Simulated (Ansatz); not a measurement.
Cost and result for the atomization energy of `[SiH3]C/C=C/Cl` (12 atoms, 11 bonds).

```csv
atom,x (Å),y (Å),z (Å)
Si1,1.131,0.474,1.329
C2,-0.412,0.701,0.263
C3,-0.315,-0.067,-1.008
C4,-1.021,-1.157,-1.267
Cl5,-0.861,-2.060,-2.724
H6,2.341,0.839,0.546
H7,1.242,-0.945,1.757
H8,1.055,1.345,2.533
H9,-0.524,1.771,0.059
H10,-1.284,0.390,0.847
H11,0.403,0.278,-1.748
H12,-1.756,-1.569,-0.586
```

The species carries charge 0 and has multiplicity 1. Geometry: relaxed with PBE0-D4/def2-TZVP. It is one conformer, not always the lowest. Program: Ansatz. All runs use 4 threads of an AMD EPYC 7B13 on a shared host. Times are those of one run each, without the atoms' runs, and a repeat can differ threefold. Electronic energies, without spin–orbit coupling; frozen cores. CCSD(T)/CBS adds CCSD(T) − MP2 in def2-TZVPP to the MP2 limit, and its time is that of the two runs behind it. T1 = 0.011. B3LYP takes the VWN-RPA correlation (the form of Gaussian; ORCA's B3LYP/G).

CCSD(T)/CBS is a level of theory with its own doubt, some kJ/mol a heavy atom from the limit and from the frozen cores, so smaller differences don't rank the functionals.

```csv
level,functions,wall time
PBE-D4/def2-TZVPP (with forces),275,2.4 s
PBE0-D4/def2-TZVPP,275,3.2 s
r2SCAN-D4/def2-TZVPP (with forces),275,4.2 s
B3LYP-D4/def2-TZVPP (with forces),275,5.5 s
B2PLYP/def2-TZVPP,275,6 s
ωB97X-V/def2-TZVPP,275,7 s
ωB97M-V/def2-TZVPP (with forces),275,10 s
MP2/def2-QZVPP,521,24 s
CCSD(T)/def2-TZVPP,275,2.3 min
CCSD(T)/CBS(def2),–,2.6 min
```

(1) What atomization energy does each give, and how far from CCSD(T)/CBS? (Best estimate.)

Results:

(1) Ansatz gave: 
```json
{"level": "PBE-D4/def2-TZVPP (with forces)", "atomization (kJ/mol)": "4467.2", "difference from CCSD(T)/CBS": "80.1", "per bond": "7.3"}
{"level": "PBE0-D4/def2-TZVPP", "atomization (kJ/mol)": "4412.0", "difference from CCSD(T)/CBS": "24.9", "per bond": "2.3"}
{"level": "r2SCAN-D4/def2-TZVPP (with forces)", "atomization (kJ/mol)": "4404.7", "difference from CCSD(T)/CBS": "17.6", "per bond": "1.6"}
{"level": "B3LYP-D4/def2-TZVPP (with forces)", "atomization (kJ/mol)": "4388.4", "difference from CCSD(T)/CBS": "1.3", "per bond": "0.1"}
{"level": "B2PLYP/def2-TZVPP", "atomization (kJ/mol)": "4340.5", "difference from CCSD(T)/CBS": "-46.6", "per bond": "-4.2"}
{"level": "ωB97X-V/def2-TZVPP", "atomization (kJ/mol)": "4401.5", "difference from CCSD(T)/CBS": "14.4", "per bond": "1.3"}
{"level": "ωB97M-V/def2-TZVPP (with forces)", "atomization (kJ/mol)": "4402.4", "difference from CCSD(T)/CBS": "15.3", "per bond": "1.4"}
{"level": "MP2/def2-QZVPP", "atomization (kJ/mol)": "4395.0", "difference from CCSD(T)/CBS": "7.9", "per bond": "0.7"}
{"level": "CCSD(T)/def2-TZVPP", "atomization (kJ/mol)": "4282.8", "difference from CCSD(T)/CBS": "-104.3", "per bond": "-9.5"}
{"level": "CCSD(T)/CBS(def2)", "atomization (kJ/mol)": "4387.1", "difference from CCSD(T)/CBS": "0.0", "per bond": "0.0"}
```

From PBE to PBE0 (25 % exact exchange), in def2-TZVPP and without D4, the atomization energy moves by −51.3 kJ/mol: exact exchange takes away binding that semilocal exchange gives to molecules. In def2-TZVPP, CCSD(T) changes the Hartree–Fock value by +1001.3 kJ/mol (the triples alone add +62.5 kJ/mol) and MP2 by +1052.0 kJ/mol; breaking electron pairs costs correlation energy, which Hartree–Fock lacks. The D4 term adds +41.7 kJ/mol with B3LYP and +22.0 kJ/mol with PBE0; it sums over pairs of atoms, weighted by their polarisabilities, and B3LYP, whose exchange is more repulsive, gets the larger term.
